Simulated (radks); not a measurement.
Values are calculated unless marked as measured or tabulated.
Problem. All-electron atom: the thulium ion Tm3+ in [Xe] 4f11 6d1 (not the ground configuration). Code: a radial shooting solver on a logarithmic mesh with Libxc functionals. Model: Dirac Kohn-Sham, LDA (Slater exchange, Perdew-Wang correlation), spin-unpolarised, spherical densities, point nucleus; open shells are shared between the two j in proportion to 2j + 1.

Spin-orbit splittings of the eigenvalues, e(l+1/2) - e(l-1/2), with zeta = 2 splitting/(2l+1) and mean radii in bohr:

shell  occ.  splitting (eV)  zeta (eV)  <r> j=l-1/2  <r> j=l+1/2
2p        6               ?          ?      0.07010      0.07749
3p        6           206.6      137.7       0.2104       0.2243
3d       10           45.18      18.07       0.1974       0.2017
4p        6           47.15      31.44       0.5050       0.5367
4d       10           8.636      3.454       0.5616       0.5727
4f       11           1.352     0.3864       0.7071       0.7174
5p        6           6.878      4.585        1.303        1.393
6d        1          0.1485    0.05941        4.516        4.562

Estimate the 2p splitting.

Solution. 979.0 eV (zeta = 652.7 eV).
